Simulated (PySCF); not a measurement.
From one molecule to another.

First species: C7H11BO2.
Structure used (PBE0-D3(BJ)/def2-SVP), in Å, numbered top down from 1:
```
atom  x, y, z in Å
C1    -2.9539   -1.1218    0.8536
C2    -2.3488   -0.0275    0.3891
C3    -0.8946    0.0750    0.1433
C4    -0.1864    0.4040   -1.1956
C5     0.9727    0.2179   -0.1680
B6     2.5186    0.3384   -0.4659
O7     3.1420    1.5444   -0.5489
O8     3.2922   -0.7597   -0.6747
C9     0.1768   -1.0164    0.3491
C10    0.1004    1.0666    0.8011
H11   -4.0334   -1.1529    1.0212
H12   -2.3850   -2.0295    1.0821
H13   -2.9391    0.8703    0.1664
H14   -0.2674   -0.3539   -1.9913
H15   -0.3302    1.4211   -1.5956
H16    2.5384    2.2710   -0.3742
H17    2.7847   -1.5715   -0.5936
H18    0.3712   -1.3272    1.3889
H19    0.1176   -1.8871   -0.3260
H20    0.2842    0.9319    1.8793
H21   -0.0336    2.1320    0.5476
```

Second species: C₇H₁₁BO₂.
SMILES: `[BH2-]1OC=CC(C2CCC2)=[O+]1`

Levels: PBE0/def2-SVPD for dipole moment, HOMO energy, LUMO energy, HOMO–LUMO gap, static isotropic polarisability and electronic spatial extent ⟨r²⟩ about the centre of nuclear charge; TDDFT PBE0/def2-SVPD for lowest singlet excitation; TDA PBE0/def2-SVPD for lowest triplet excitation (Tamm–Dancoff); ΔSCF PBE0/def2-SVPD for vertical ionisation energy; PBE0-D3(BJ)/def2-SVP for rotational constant A and rotational constant C. Geometries: PBE0-D3(BJ)/def2-SVP. All species are isolated and taken at one optimised geometry, non-relativistic unless stated; the electronic structure was computed with PySCF and density fitting.

The conformers computed, where there is a choice (atom-mapped SMILES and torsion angles):
- `[CH2:1]=[CH:2][C@:3]12[CH2:4][C@:5]([B:6]([OH:7])[OH:8])([CH2:9]1)[CH2:10]2`: C1–C2–C3–C4 121°, C4–C5–B6–O7 80°, H–O7–B6–C5 2°, H–O8–B6–C5 -1°
- `[BH2-:1]1[O:2][CH:3]=[CH:4][C:5]([CH:6]2[CH2:7][CH2:8][CH2:9]2)=[O+:10]1`: C4–C5–C6–C7 52°

Values for the first species:

- Dipole moment: 2.78 D
- HOMO energy: -7.56 eV
- LUMO energy: -0.16 eV
- HOMO–LUMO gap: 7.40 eV
- Lowest singlet excitation: 6.63 eV
- Lowest triplet excitation (Tamm–Dancoff): 4.23 eV
- Static isotropic polarisability: 100.1 au
- Vertical ionisation energy: 9.46 eV
- Electronic spatial extent ⟨r²⟩ about the centre of nuclear charge: 1715 bohr²
- Rotational constant A: 3.516 GHz
- Rotational constant C: 0.672 GHz

**Question.** Estimate the same properties for the second species, and the change in each.

**Answer.** 
```
                                                         property       first      second  second less first
                                                    dipole moment      2.78 D      5.48 D            +2.70 D
                                                      HOMO energy    -7.56 eV    -6.96 eV           +0.60 eV
                                                      LUMO energy    -0.16 eV    -2.12 eV           -1.96 eV
                                                    HOMO–LUMO gap     7.40 eV     4.84 eV           -2.56 eV
                                        lowest singlet excitation     6.63 eV     3.70 eV           -2.93 eV
                         lowest triplet excitation (Tamm–Dancoff)     4.23 eV     2.81 eV           -1.42 eV
                                  static isotropic polarisability    100.1 au    102.4 au            +2.3 au
                                       vertical ionisation energy     9.46 eV     8.83 eV           -0.63 eV
electronic spatial extent ⟨r²⟩ about the centre of nuclear charge  1715 bohr²  1598 bohr²         -117 bohr²
                                            rotational constant A   3.516 GHz   3.356 GHz         -0.160 GHz
                                            rotational constant C   0.672 GHz   0.749 GHz         +0.077 GHz
```

On the first: The dipole equals about 9.3 × 10⁻³⁰ C·m (1 D = 3.33564 × 10⁻³⁰ C·m). The ΔSCF ionisation energy exceeds −ε(HOMO) by 1.90 eV with PBE0.

On the second: A dipole of 5.48 D is allowed in C1, and pure rotational transitions are dipole-allowed. No computed singlet falls in the visible range (750 to 380 nm, 1.65 to 3.26 eV); S1 lies 0.44 eV above its blue end.
